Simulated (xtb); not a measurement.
Input for xtb: GFN2-xTB on ZrCl, 2S+1 = 4, a spin state set in the input, which need not be the lowest, a point of a bond scan (R = 2.294 Å).

```
$ xtb mol.xyz --gfn 2 --sp --chrg 0 --uhf 3
2

Zr     0.00000000     0.00000000     0.00000000
Cl     0.00000000     0.00000000     2.29380200
```

Output:

```
[...]
           -------------------------------------------------
          |                Calculation Setup                |
           -------------------------------------------------



           -------------------------------------------------
          |                 G F N 2 - x T B                 |
           -------------------------------------------------

        Reference                      10.1021/acs.jctc.8b01176
      * Hamiltonian:
        H0-scaling (s, p, d)           1.850000    2.230000    2.230000
        zeta-weighting                 0.500000
      * Dispersion:
        s8                             2.700000
        a1                             0.520000
        a2                             5.000000
        s9                             5.000000
      * Repulsion:
        kExp                           1.500000    1.000000
        rExp                           1.000000
      * Coulomb:
        alpha                          2.000000
        third order                    shell-resolved
        anisotropic                    true
        a3                             3.000000
        a5                             4.000000
        cn-shift                       1.200000
        cn-exp                         4.000000
        max-rad                        5.000000


          ...................................................
          :                      SETUP                      :
          :.................................................:
          :  # basis functions                  20          :
          :  # atomic orbitals                  18          :
          :  # shells                            6          :
          :  # electrons                        11          :
          :  max. iterations                   250          :
          :  Hamiltonian                  GFN2-xTB          :
          :  restarted?                      false          :
          :  GBSA solvation                  false          :
          :  PC potential                    false          :
          :  electronic temp.          300.0000000     K    :
          :  accuracy                    1.0000000          :
          :  -> integral cutoff          0.2500000E+02      :
          :  -> integral neglect         0.1000000E-07      :
          :  -> SCF convergence          0.1000000E-05 Eh   :
          :  -> wf. convergence          0.1000000E-03 e    :
          :  Broyden damping             0.4000000          :
          :  net charge                          0          :
          :  unpaired electrons                  3          :
          ...................................................

 iter      E             dE          RMSdq      gap      omega  full diag
   1     -5.8713726 -0.587137E+01  0.184E+01    0.15       0.0  T
   2     -5.9514892 -0.801167E-01  0.595E+00    0.08       1.0  T
   3     -5.9582087 -0.671952E-02  0.546E+00    0.09       1.0  T
   4     -5.9591608 -0.952076E-03  0.297E+00    0.08       1.0  T
   5     -5.9600194 -0.858621E-03  0.135E+00    0.07       1.0  T
   6     -5.9599874  0.319964E-04  0.721E-01    0.07       1.0  T
   7     -5.9601624 -0.174994E-03  0.284E-01    0.07       1.0  T
   8     -5.9602018 -0.393377E-04  0.197E-01    0.06       1.0  T
   9     -5.9602036 -0.181352E-05  0.133E-01    0.06       1.0  T
  10     -5.9602038 -0.234776E-06  0.454E-02    0.06       1.6  T
  11     -5.9602039 -0.379702E-07  0.240E-03    0.06      29.5  T
  12     -5.9602039 -0.321458E-08  0.113E-03    0.06      62.6  T
  13     -5.9602039 -0.100653E-08  0.286E-04    0.06     247.2  T
  14     -5.9602039 -0.109575E-10  0.135E-05    0.06    5246.4  T

   *** convergence criteria satisfied after 14 iterations ***

         #    Occupation            Energy/Eh            Energy/eV
      -------------------------------------------------------------
         1        2.0000           -1.1151526             -30.3448
         2        2.0000           -0.5053577             -13.7515
         3        2.0000           -0.4616506             -12.5622
         4        2.0000           -0.4616506             -12.5622
         5        1.0000           -0.3439661              -9.3598
         6        0.7771           -0.3204984              -8.7212
         7        0.7771           -0.3204984              -8.7212 (HOMO)
         8        0.2229           -0.3181257              -8.6566 (LUMO)
         9        0.2229           -0.3181257              -8.6566
        10                         -0.2569653              -6.9924
        11                         -0.0517768              -1.4089
        12                         -0.0517768              -1.4089
       ...                                ...                  ...
        18                          0.5298178              14.4171
      -------------------------------------------------------------
                  HL-Gap            0.0023727 Eh            0.0646 eV
             Fermi-level           -0.3610602 Eh           -9.8249 eV

 SCC (total)                   0 d,  0 h,  0 min,  0.001 sec
 SCC setup                      ...        0 min,  0.000 sec (  2.750%)
 Dispersion                     ...        0 min,  0.000 sec (  0.983%)
 classical contributions        ...        0 min,  0.000 sec (  0.417%)
 integral evaluation            ...        0 min,  0.000 sec ( 15.517%)
 iterations                     ...        0 min,  0.001 sec ( 62.313%)
 molecular gradient             ...        0 min,  0.000 sec ( 15.324%)
 printout                       ...        0 min,  0.000 sec (  2.223%)

         :::::::::::::::::::::::::::::::::::::::::::::::::::::
         ::                     SUMMARY                     ::
         :::::::::::::::::::::::::::::::::::::::::::::::::::::
         :: total energy              -5.951786318690 Eh    ::
         :: gradient norm              0.031904814971 Eh/a0 ::
         :: HOMO-LUMO gap              0.064564399820 eV    ::
         ::.................................................::
         :: SCC energy                -5.960203871819 Eh    ::
         :: -> isotropic ES            0.000519075635 Eh    ::
         :: -> anisotropic ES         -0.001360408521 Eh    ::
         :: -> anisotropic XC         -0.009744693567 Eh    ::
         :: -> dispersion             -0.001362162976 Eh    ::
         :: repulsion energy           0.008417553129 Eh    ::
         :: add. restraining           0.000000000000 Eh    ::
         :: total charge               0.000000000005 e     ::
         :::::::::::::::::::::::::::::::::::::::::::::::::::::

           -------------------------------------------------
          |                Property Printout                |
           -------------------------------------------------

    * Orbital Energies and Occupations

         #    Occupation            Energy/Eh            Energy/eV
      -------------------------------------------------------------
         1        2.0000           -1.1151526             -30.3448
         2        2.0000           -0.5053577             -13.7515
         3        2.0000           -0.4616506             -12.5622
         4        2.0000           -0.4616506             -12.5622
         5        1.0000           -0.3439661              -9.3598
         6        0.7771           -0.3204984              -8.7212
         7        0.7771           -0.3204984              -8.7212 (HOMO)
         8        0.2229           -0.3181257              -8.6566 (LUMO)
         9        0.2229           -0.3181257              -8.6566
        10                         -0.2569653              -6.9924
        11                         -0.0517768              -1.4089
        12                         -0.0517768              -1.4089
Note: The following floating-point exceptions are signalling: IEEE_UNDERFLOW_FLAG IEEE_DENORMAL
normal termination of xtb
        13                          0.0043922               0.1195
        14                          0.0043922               0.1195
        15                          0.0093029               0.2531
        16                          0.0093029               0.2531
        17                          0.0158082               0.4302
        18                          0.5298178              14.4171
      -------------------------------------------------------------
                  HL-Gap            0.0023727 Eh            0.0646 eV
             Fermi-level           -0.3610602 Eh           -9.8249 eV

     #   Z          covCN         q      C6AA      α(0)
     1  40 Zr       0.734    -0.030  1681.170   120.225
     2  17 Cl       0.734     0.030    98.047    15.146

 Mol. C6AA /au·bohr⁶  :       2473.614416
 Mol. C8AA /au·bohr⁸  :     340604.182084
 Mol. α(0) /au        :        135.371110


Wiberg/Mayer (AO) data.
largest (>0.10) Wiberg bond orders for each atom

 ---------------------------------------------------------------------------
     #   Z sym  total        # sym  WBO       # sym  WBO       # sym  WBO
 ---------------------------------------------------------------------------
     1  40 Zr   1.639 --     2 Cl   1.639
     2  17 Cl   1.639 --     1 Zr   1.639
 ---------------------------------------------------------------------------

Topologies differ in total number of bonds
Writing topology from bond orders to xtbtopo.mol

molecular dipole:
                 x           y           z       tot (Debye)
 q only:        0.000       0.000       0.131
   full:        0.000       0.000      -1.202       3.055
molecular quadrupole (traceless):
                xx          xy          yy          xz          yz          zz
 q only:       -0.284       0.000      -0.284       0.000       0.000       0.568
  q+dip:        0.195       0.000       0.195      -0.000       0.000      -0.391
   full:        0.942      -0.000       0.942      -0.000      -0.000      -1.883


           -------------------------------------------------
          | TOTAL ENERGY               -5.951786318690 Eh   |
          | GRADIENT NORM               0.031904814971 Eh/α |
          | HOMO-LUMO GAP               0.064564399820 eV   |
           -------------------------------------------------

------------------------------------------------------------------------
------------------------------------------------------------------------
 total:
 SCF:
```

The run finished.

Cost: roughly 0.010 core-seconds.
